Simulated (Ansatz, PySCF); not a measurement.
Molecule: C3HO (charge -1, singlet). It need not be the lowest isomer of its formula. Whether it binds its extra electron was not tested at this geometry. 
Geometry from a B3LYP-D3(BJ)/def2-TZVP (Ansatz, an electronic-structure program) optimisation:
SMILES: [CH-]=C=C=O
```xyz
5

C     -1.9816     0.0535    -0.0496
C     -0.6466    -0.1077    -0.0209
C      0.6106     0.0812     0.0189
O      1.8224     0.0983     0.0511
H     -2.4731    -0.9482    -0.1000
```
Charge -1, spin multiplicity 1.

Total electronic energies in hartree. Correlated levels leave the core frozen unless marked. No spin-orbit coupling. Non-relativistic. Basis-set limits of correlation are two-point, X^-3; Hartree-Fock from the larger set. The bracket is a focal-point correction in the basis named.

The Hartree-Fock reference is unstable (checked in the largest basis), which strains HF and MP2. 

```tsv
level	program	energy (Eh)
HF/aug-cc-pVQZ	Ansatz	-189.00002
HF-D3(BJ)/def2-TZVPD	PySCF + dftd3	-189.01953
PBE-D4/def2-TZVPD	Ansatz + dftd4	-189.90678
M06-L/def2-TZVPD	PySCF	-190.09323
PBE0/STO-3G	Ansatz	-187.19630
PBE0-D4/def2-TZVP	Ansatz + dftd4	-189.89277
PBE0/def2-TZVP	Ansatz	-189.89013
BHLYP-D4/def2-TZVPD	Ansatz + dftd4	-190.00439
r2SCANh-D4/def2-TZVPD	Ansatz + dftd4	-189.99989
MN15/def2-TZVPD	PySCF	-189.90091
LC-wPBE-D3(BJ)/def2-TZVPD	Ansatz + dftd3	-189.96865
B2GP-PLYP/def2-TZVPD	Ansatz	-189.92991
RI-MP2/aug-cc-pVTZ	Ansatz	-189.69157
RI-MP2/CBS(aug-cc-pVTZ,aug-cc-pVQZ)	Ansatz	-189.7739
RI-MP2/CBS(aug-cc-pVTZ,aug-cc-pVQZ)+[CCSD(T)-MP2]/aug-cc-pVTZ	Ansatz	-189.8192
```

Totals of different functionals don't rank their quality; only differences between species are comparable.
